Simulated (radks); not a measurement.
Results of a calculation; reference values are marked as such.
Spin polarisation of the 3p3 shell in the chlorine ion Cl2+. Start: [Ne] 3s2 3p(up 1.5, down 1.5); electrons of 3p are moved from spin down to spin up, other shells keep equal spins. Code: a radial shooting solver on a logarithmic mesh with Libxc functionals. Model: non-relativistic Kohn-Sham, BLYP, spin-polarised, spherical densities, point nucleus.

[
 {"moment (Bohr magnetons)": "0", "E - E(0) (eV)": "0.000", "e(3p up) (eV)": "-31.546", "e(3p down) (eV)": "-31.546", "3s down minus up (eV)": "0.000"},
 {"moment (Bohr magnetons)": "0.75", "E - E(0) (eV)": "-0.170", "e(3p up) (eV)": "-31.965", "e(3p down) (eV)": "-31.063", "3s down minus up (eV)": "0.960"},
 {"moment (Bohr magnetons)": "1.5", "E - E(0) (eV)": "-0.673", "e(3p up) (eV)": "-32.309", "e(3p down) (eV)": "-30.534", "3s down minus up (eV)": "1.893"},
 {"moment (Bohr magnetons)": "2.25", "E - E(0) (eV)": "-1.494", "e(3p up) (eV)": "-32.575", "e(3p down) (eV)": "-29.979", "3s down minus up (eV)": "2.775"},
 {"moment (Bohr magnetons)": "3", "E - E(0) (eV)": "-2.612", "e(3p up) (eV)": "-32.768", "e(3p down) (eV)": "-29.410", "3s down minus up (eV)": "3.601"}
]

At moment 3 the spin-polarisation energy is -2.612 eV and the 3p exchange splitting 3.358 eV, that is 1.119 eV per Bohr magneton; E = -I m^2/4 would give I = 1.161 eV.
